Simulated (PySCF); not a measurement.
CI3, SMILES I[C+](I)I, charge +1. Geometry: PBE-D3(BJ)/def2-SVP. The def2 effective core potentials stand for the cores of I; spin–orbit coupling is left out.

Method: PBE-D3(BJ)/def2-SVP run with PySCF.

Harmonic wavenumbers (cm⁻¹): 120, 120, 214, 350, 731, 731. Rotational constants (GHz): 0.6308, 0.6308, 0.3154; symmetry number 6.

### Question
Work out the zero-point energy and the ideal-gas rigid-rotor harmonic-oscillator thermochemistry at 298.15 K and 1 atm.

### Answer
ZPE = ½ Σ hcν = ½ × 2265 cm⁻¹ = 13.55 kJ/mol. H − E(el) = 30.02 kJ/mol. Entropy in J/(mol K): translation 183.24, rotation 119.89, vibration 41.52, total 344.65. G − E(el) = -72.74 kJ/mol. Cp = 70.09 J/(mol K). Modes under 150 cm⁻¹ make the vibrational entropy uncertain.
